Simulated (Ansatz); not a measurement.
Geometry optimisation, RKS B3LYP-D4/6-31G* in Ansatz.

The input (input.yaml):

```yaml
crystal:
  periodic: [false, false, false]
  atoms:
    - { symbol: Si, position_ang: [0.0, 0.0, 0.0] }
    - { symbol: Si, position_ang: [0.0, 0.0, 2.22] }
    - { symbol: H, position_ang: [-1.3148, -0.4067, 2.7074] }
    - { symbol: H, position_ang: [1.0096, -0.9353, 2.7074] }
    - { symbol: H, position_ang: [0.3052, 1.342, 2.7074] }
    - { symbol: H, position_ang: [1.3768, 0.0, -0.4862] }
    - { symbol: H, position_ang: [-0.6877, 1.1914, -0.4862] }
    - { symbol: O, position_ang: [-0.7913, -1.3709, -0.5594] }
    - { symbol: Si, position_ang: [-1.673, -2.4329, 0.3983] }
    - { symbol: H, position_ang: [-1.2634, -2.287, 1.792] }
    - { symbol: H, position_ang: [-3.0964, -2.1323, 0.2761] }
    - { symbol: H, position_ang: [-1.4264, -3.8036, -0.0398] }
basis:
  gaussian: { orbitals: "6-31G*" }
hamiltonian:
  xc: b3lyp
  dispersion: d4
relax:
  f_tol: 0.02
  max_steps: 40
```

Command:

```bash
$ ansatz run input.yaml --threads 1 --pin off --max-ram 2048MiB --backend cpu --events-out ev --progress --plain --runs-dir out
```

Question: Where does it end, and by what steps?

Answer: The run converged. The force dipped under the threshold on the way, but the program's further checks kept it going. After 12 steps the energy has fallen by 0.418 eV; H3 moved furthest, 0.77 Å.

```json
{"step": "0", "energy less start (eV)": "0.0000", "largest force component (eV/Å)": "1.334", "accepted": "yes"}
{"step": "1", "energy less start (eV)": "-0.2859", "largest force component (eV/Å)": "0.486", "accepted": "yes"}
{"step": "2", "energy less start (eV)": "-0.3486", "largest force component (eV/Å)": "0.428", "accepted": "yes"}
{"step": "3", "energy less start (eV)": "-0.3787", "largest force component (eV/Å)": "0.355", "accepted": "yes"}
{"step": "4", "energy less start (eV)": "-0.4076", "largest force component (eV/Å)": "0.099", "accepted": "yes"}
{"step": "5", "energy less start (eV)": "-0.4155", "largest force component (eV/Å)": "0.086", "accepted": "yes"}
{"step": "6", "energy less start (eV)": "-0.4172", "largest force component (eV/Å)": "0.018", "accepted": "yes"}
{"step": "7", "energy less start (eV)": "-0.4177", "largest force component (eV/Å)": "0.045", "accepted": "yes"}
{"step": "8", "energy less start (eV)": "-0.4179", "largest force component (eV/Å)": "0.030", "accepted": "yes"}
{"step": "9", "energy less start (eV)": "-0.4181", "largest force component (eV/Å)": "0.022", "accepted": "yes"}
{"step": "10", "energy less start (eV)": "-0.4183", "largest force component (eV/Å)": "0.003", "accepted": "yes"}
{"step": "11", "energy less start (eV)": "-0.4184", "largest force component (eV/Å)": "0.025", "accepted": "yes"}
{"step": "12", "energy less start (eV)": "-0.4185", "largest force component (eV/Å)": "0.016", "accepted": "yes"}
```

```xyz
12
Properties=species:S:1:pos:R:3
Si -0.062 -0.025 0.095
Si 0.177 0.281 2.414
H -1.144 0.231 3.101
H 1.057 -0.757 3.018
H 0.784 1.619 2.667
H 1.263 0.091 -0.572
H -0.944 1.047 -0.450
O -0.691 -1.514 -0.279
Si -1.758 -2.681 0.202
H -1.653 -2.909 1.670
H -3.155 -2.278 -0.113
H -1.436 -3.939 -0.515
```

Whether the end is a true minimum wasn't checked by a vibrational analysis.

Time of the run: 59 s on 1 thread of Arm Neoverse V2, with other jobs on the host, peak memory 0.18 GiB.
